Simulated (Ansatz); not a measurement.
Relaxation of H₅O₂SSi (9 atoms, charge 1, multiplicity 1), to a largest force component of 0.015 eV/Å in at most 40 steps.

Computed with RKS PBE0/def2-mTZVP in Ansatz.

```xyz
9
Properties=species:S:1:pos:R:3
O -0.410 0.847 -0.613
Si 0.626 0.879 0.664
S 0.631 -1.344 0.887
O -0.740 -1.635 -0.292
H -0.735 1.623 -1.069
H -0.001 1.439 1.841
H 1.963 1.225 0.238
H -0.464 -2.311 -0.943
H -0.868 -0.722 -0.714
```

Task: Where does it end, and by what steps?

Result: The forces met the threshold. After 15 steps the energy has fallen by 0.143 eV; H5 moved furthest, 0.51 Å.

```tsv
step	energy less start (eV)	largest force component (eV/Å)	accepted
0	0.0000	0.710	yes
1	-0.0743	0.431	yes
2	-0.0939	0.335	yes
3	-0.1166	0.238	yes
4	-0.0477	1.894	no
5	-0.1275	0.079	yes
6	-0.1294	0.440	yes
7	-0.1370	0.052	yes
8	-0.1393	0.206	yes
9	-0.1409	0.130	yes
10	-0.1428	0.044	yes
11	-0.1432	0.025	yes
12	-0.1433	0.017	yes
13	-0.1433	0.017	yes
14	-0.1433	0.016	no
15	-0.1434	0.006	yes
```

```xyz
9
Properties=species:S:1:pos:R:3
O -0.407 0.818 -0.703
Si 0.634 0.790 0.623
S 0.225 -1.342 1.133
O -0.658 -1.599 -0.402
H -1.113 1.477 -0.754
H 0.181 1.645 1.732
H 2.019 0.972 0.167
H -0.109 -2.128 -1.011
H -0.771 -0.633 -0.785
```

The run took 44 s on 2 threads of Arm Neoverse V2, with other jobs on the host, peak memory 0.22 GiB.
